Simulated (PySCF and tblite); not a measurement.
Values are calculated unless marked as measured or tabulated.
C₉H₁₄O, numbered as in [CH3:1][C:2]1=[CH:3][C:4](=[O:5])[CH2:6][C:7]([CH3:8])([CH3:9])[CH2:10]1. Conformer-averaged GIAO shifts at 298.15 K against TMS at the same level, unscaled (PySCF, tblite), from 2 protocols:

A: shieldings PBE0/pcSseg-1 (IEF-PCM, chloroform); weights PBE0-D3(BJ)/pcSseg-1 (IEF-PCM, chloroform) // GFN2-xTB; 1 conformer.
B: shieldings KT2/pcSseg-1 (IEF-PCM, chloroform); weights PBE0-D3(BJ)/def2-SVP (IEF-PCM, chloroform) // GFN2-xTB; 1 conformer.

| signal | measured (ppm) | A | B |
| --- | --- | --- | --- |
| H1 | 1.94 | 2.17 | 2.15 |
| H3 | 5.88 | 6.13 | 5.93 |
| H6 | 2.2 | 2.15 | 2.14 |
| H8/H9 | 1.04 | 1.03 | 1.07 |
| H10 | 2.17 | 2.21 | 2.26 |
| C1 | 24.6 | 28.8 | 28.9 |
| C2 | 160.3 | 174.5 | 162.9 |
| C3 | 125.6 | 131.8 | 123.1 |
| C4 | 199.9 | 206.3 | 190.2 |
| C6 | 50.8 | 55.2 | 54.7 |
| C7 | 33.6 | 37.7 | 40.7 |
| C8/C9 | 28.3 | 29.5 | 29.5 |
| C10 | 45.3 | 48.8 | 49.6 |

Measured: Stadelmann, Balmer, Riniker, Ebert, PCCP 2022; solvent: CDCl3.

Q: Which protocol comes closest to experiment?

A: For ¹³C protocol B has the smallest mean absolute error, though another scatters less about its mean error. For ¹H protocol B has the smallest mean absolute error, but the gap to the next is too small to matter.
```csv
nucleus,ppm,A,B
¹³C,mean absolute error,5.5,4.5
¹³C,scatter about the mean error,3.6,4.9
¹H,mean absolute error,0.12,0.09
¹H,scatter about the mean error,0.12,0.09
```

For scale, the study of CC1=CC(=O)CC(C)(C)C1 took 69 s on 1 thread of Arm Neoverse V1 (shared host) (rough), launched as `OMP_NUM_THREADS=1 python ens_run.py task.json out`.
